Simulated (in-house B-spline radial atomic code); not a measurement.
Settings and results of a run for Sn³⁺. Method: non-relativistic M06-2X, spin-polarised, spherical fractional occupations, point nucleus. Calculated with an all-electron radial atomic-structure program (B-spline basis).

Command:
```bash
python run_scf.py task.json out
```
Settings:
```
Z                50
configuration    [Kr] 4d10 5s1
hamiltonian      nr
method           m062x
spin_polarised   True
```

Output (hartree, bohr):
```
 radial grid: 56 intervals, B-splines of order 8, outer radius 39.1892 bohr

 iter        energy (Eh)    residual
    1       -6023.925719    1.90e-01
    2       -6023.943101    6.09e-03
    3       -6023.943362    1.89e-03
    4       -6023.943380    9.57e-04
    5       -6023.943388    1.98e-04
    6       -6023.943388    5.88e-05
    7       -6023.943388    1.30e-05
    8       -6023.943388    4.87e-06
    9       -6023.943388    2.00e-07

 total energy                     -6023.94339
 kinetic                            6021.5614
 electron-nucleus                 -14272.7884
 Hartree                            2388.1921
 exact exchange                      -85.3680
 exchange-correlation                -75.5404

 orbital      occ     eigenvalue          <r>       <r^2>       <1/r>     <1/r^2>       <r^4>       r_max
 1s up      1.000     -1035.3966    0.0304409  0.00123938     49.4521     4910.68 3.88412e-06     0.02014
 1s down    1.000     -1035.3938    0.0304409  0.00123939      49.452     4910.67 3.88416e-06     0.02014
 2s up      1.000      -155.1565     0.131566   0.0203267     11.2948     518.672 0.000701444      0.1116
 2s down    1.000      -155.1526     0.131568   0.0203273     11.2946     518.656  0.00070149      0.1116
 2p up      3.000      -145.2839      0.11213   0.0152943     11.3138      173.44 0.000459202     0.08723
 2p down    3.000      -145.2823      0.11213   0.0152943     11.3138     173.441 0.000459204     0.08723
 3s up      1.000       -31.2732      0.35266    0.141942     4.07685     102.086   0.0305703      0.3202
 3s down    1.000       -31.2669     0.352686    0.141963     4.07646     102.065   0.0305802      0.3202
 3p up      3.000       -27.1806     0.343105    0.136412     4.00848     34.0564   0.0296004      0.3061
 3p down    3.000       -27.1775     0.343089    0.136399     4.00866     34.0592   0.0295954      0.3061
 3d up      5.000       -19.5159     0.313666    0.116539     3.86683     18.7094   0.0248909      0.2507
 3d down    5.000       -19.5140     0.313647    0.116524     3.86701     18.7109   0.0248848      0.2507
 4s up      1.000        -6.0541     0.849951    0.816677     1.61399     20.7833    0.990626      0.7716
 4s down    1.000        -6.0414     0.850818    0.818452     1.61186     20.7174    0.996481      0.7723
 4p up      3.000        -4.6490     0.899444    0.923262     1.50546     6.58952     1.31655      0.7982
 4p down    3.000        -4.6424      0.89849     0.92116     1.50682     6.59935     1.31002      0.7981
 4d up      5.000        -2.2708      1.06861     1.34187     1.23673     2.81681     3.15399       0.876
 4d down    5.000        -2.2641      1.06987     1.34771     1.23694     2.81944     3.21068      0.8753
 5s up      1.000        -1.3490        2.221     5.51099    0.574588      2.8251     44.1044       2.004
```

Run time, properties included: 0.28 s on 1 thread of Intel(R) Xeon(R) 6975P-C, on a shared host.
